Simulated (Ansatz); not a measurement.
[InF6]3- (InF₆³⁻), relaxed as a singlet with RKS PBE-D4/def2-SVPD in Ansatz, starting from the GFN2-xTB (ALPB water) geometry. Force threshold 0.02 eV/Å.

In the def2 sets In takes a core potential; there is no spin–orbit coupling. A multiply charged anion in the gas phase is held together partly by the finite basis. The highest occupied level of the charge -3 singlet lies above zero (up to 6.08 eV). The electron is either unbound and held by the finite basis, or the level is raised by self-interaction error.

Start:

```xyz
7

In    0.0011   -0.0007    0.0000
F    -0.2619   -0.5383    2.0370
F     0.2597    0.5397   -2.0365
F     1.2029    1.6452    0.5894
F    -1.2026   -1.6448   -0.5897
F    -1.7292    1.2261    0.1029
F     1.7300   -1.2272   -0.1031
```

| step | energy (eV) | largest force component (eV/Å) | SCF passes |
| --- | --- | --- | --- |
| 1 | -21448.0749 | 0.845 | 16 |
| 2 | -21448.2549 | 0.111 | 19 |
| 3 | -21448.2587 | 0.009 | 20 |

Force components are those of the run's own axes.

End:

```xyz
7

In    0.000    0.000    0.000
F    -0.271   -0.559    2.113
F     0.270    0.559   -2.112
F     1.248    1.708    0.612
F    -1.248   -1.707   -0.612
F    -1.794    1.272    0.107
F     1.794   -1.273   -0.107
```

By distances, no bond broke or formed. The bond that changes most is In1–F5, from 2.12 to 2.20 Å (atoms count from 1).

No frequencies were taken in this run, so the end may be a saddle point.

Hardware: 4 threads of Intel Xeon on a shared host. Wall time 8.5 s.
